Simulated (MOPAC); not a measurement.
MOPAC input (PM3):

```
PM3 1SCF GEO-OK AUX(PRECISION=9) THREADS=1
C4H10O

C    -1.65691817 1   -0.79636213 1   -0.38564540 1
C    -0.52278099 1    0.04773370 1    0.19469952 1
C    -0.46619912 1    1.43026824 1   -0.45296424 1
C     0.80136404 1   -0.68756656 1    0.04906601 1
O     1.82004174 1    0.05445435 1    0.71634923 1
H    -2.61685148 1   -0.29235873 1   -0.26218020 1
H    -1.72504826 1   -1.77093654 1    0.10270601 1
H    -1.50946393 1   -0.96629567 1   -1.45591552 1
H    -0.69727634 1    0.17533522 1    1.26861938 1
H    -0.31107238 1    1.34253724 1   -1.53252840 1
H     0.35026452 1    2.02193010 1   -0.04104718 1
H    -1.40035727 1    1.97263530 1   -0.29401560 1
H     0.71345967 1   -1.69213926 1    0.48169695 1
H     1.04011140 1   -0.80010022 1   -1.01781706 1
H     2.66310579 1   -0.39068173 1    0.58875250 1
```

From the output:

```
                                                       MOPAC v23.2.5 Linux

          FINAL HEAT OF FORMATION =        -65.97063 KCAL/MOL =    -276.02111 KJ/MOL

          COSMO AREA              =        123.96 SQUARE ANGSTROMS
          COSMO VOLUME            =        112.69 CUBIC ANGSTROMS

          IONIZATION POTENTIAL    =         10.953438 EV
          HOMO LUMO ENERGIES (EV) =        -10.953  3.128
          NO. OF FILLED LEVELS    =         16
          MOLECULAR WEIGHT        =         74.1224         POINT GROUP:  C1

          MOLECULAR DIMENSIONS (Angstroms)

            Atom       Atom       Distance
            H    15    H     6     5.34899
            H     7    H    11     3.85846
            H     9    H     8     2.68380

          SCF CALCULATIONS        =          1

   ATOM   CHEMICAL          X               Y               Z
  NUMBER   SYMBOL      (ANGSTROMS)     (ANGSTROMS)     (ANGSTROMS)

     1       C         -1.65691817  *  -0.79636213  *  -0.38564540  *
     2       C         -0.52278099  *   0.04773370  *   0.19469952  *
     3       C         -0.46619912  *   1.43026824  *  -0.45296424  *
     4       C          0.80136404  *  -0.68756656  *   0.04906601  *
     5       O          1.82004174  *   0.05445435  *   0.71634923  *
     6       H         -2.61685148  *  -0.29235873  *  -0.26218020  *
     7       H         -1.72504826  *  -1.77093654  *   0.10270601  *
     8       H         -1.50946393  *  -0.96629567  *  -1.45591552  *
     9       H         -0.69727634  *   0.17533522  *   1.26861938  *
    10       H         -0.31107238  *   1.34253724  *  -1.53252840  *
    11       H          0.35026452  *   2.02193010  *  -0.04104718  *
    12       H         -1.40035727  *   1.97263530  *  -0.29401560  *
    13       H          0.71345967  *  -1.69213926  *   0.48169695  *
    14       H          1.04011140  *  -0.80010022  *  -1.01781706  *
    15       H          2.66310579  *  -0.39068173  *   0.58875250  *

                             CARTESIAN COORDINATES

   1    C       -1.656918170    -0.796362130    -0.385645400
   2    C       -0.522780990     0.047733700     0.194699520
   3    C       -0.466199120     1.430268240    -0.452964240
   4    C        0.801364040    -0.687566560     0.049066010
   5    O        1.820041740     0.054454350     0.716349230
   6    H       -2.616851480    -0.292358730    -0.262180200
   7    H       -1.725048260    -1.770936540     0.102706010
   8    H       -1.509463930    -0.966295670    -1.455915520
   9    H       -0.697276340     0.175335220     1.268619380
  10    H       -0.311072380     1.342537240    -1.532528400
  11    H        0.350264520     2.021930100    -0.041047180
  12    H       -1.400357270     1.972635300    -0.294015600
  13    H        0.713459670    -1.692139260     0.481696950
  14    H        1.040111400    -0.800100220    -1.017817060
  15    H        2.663105790    -0.390681730     0.588752500

           Empirical Formula: C4 H10 O  =    15 atoms

      MOLECULAR POINT GROUP   :   C1

                  EIGENVALUES
 -39.69783 -34.97043 -27.29319 -25.45971 -20.04114 -17.71955 -16.59270 -15.65949
 -14.69682 -13.89874 -13.46342 -13.10589 -12.38465 -12.22989 -11.64574 -10.95344
   3.12754   3.67277   3.73017   3.87560   4.06561   4.20220   4.36205   4.44843
   4.56782   4.60221   5.05351   5.07752   5.16034   5.67798

              NET ATOMIC CHARGES AND DIPOLE CONTRIBUTIONS

  ATOM NO.   TYPE          CHARGE      No. of ELECS.   s-Pop       p-Pop
    1          C          -0.106591        4.1066     1.13977     2.96682
    2          C          -0.094727        4.0947     1.17416     2.92057
    3          C          -0.105024        4.1050     1.13898     2.96604
    4          C           0.073563        3.9264     1.15167     2.77477
    5          O          -0.316026        6.3160     1.81267     4.50336
    6          H           0.042084        0.9579     0.95792
    7          H           0.038884        0.9611     0.96112
    8          H           0.038008        0.9620     0.96199
    9          H           0.069162        0.9308     0.93084
   10          H           0.035185        0.9648     0.96481
   11          H           0.055206        0.9448     0.94479
   12          H           0.037322        0.9627     0.96268
   13          H           0.023673        0.9763     0.97633
   14          H           0.023422        0.9766     0.97658
   15          H           0.185859        0.8141     0.81414
 DIPOLE           X         Y         Z       TOTAL
 POINT-CHG.    -0.152    -0.684    -0.468     0.842
 HYBRID         0.328    -0.497    -0.256     0.649
 SUM            0.177    -1.181    -0.724     1.396

          ATOMIC ORBITAL ELECTRON POPULATIONS

     Atom    s        px        py        pz
    1  C   1.13977   0.97659   0.98911   1.00112
    2  C   1.17416   0.94615   0.96082   1.01360
    3  C   1.13898   1.01351   0.95620   0.99634
    4  C   1.15167   0.89221   0.93396   0.94859
    5  O   1.81267   1.19411   1.53614   1.77310
    6  H   0.95792
    7  H   0.96112
    8  H   0.96199
    9  H   0.93084
   10  H   0.96481
   11  H   0.94479
   12  H   0.96268
   13  H   0.97633
   14  H   0.97658
   15  H   0.81414

 **********************
 *                    *
 * JOB ENDED NORMALLY *
 *                    *
 **********************

 == MOPAC DONE ==
```

The geometry given is a B3LYP-D3(BJ)/def2-TZVP minimum.
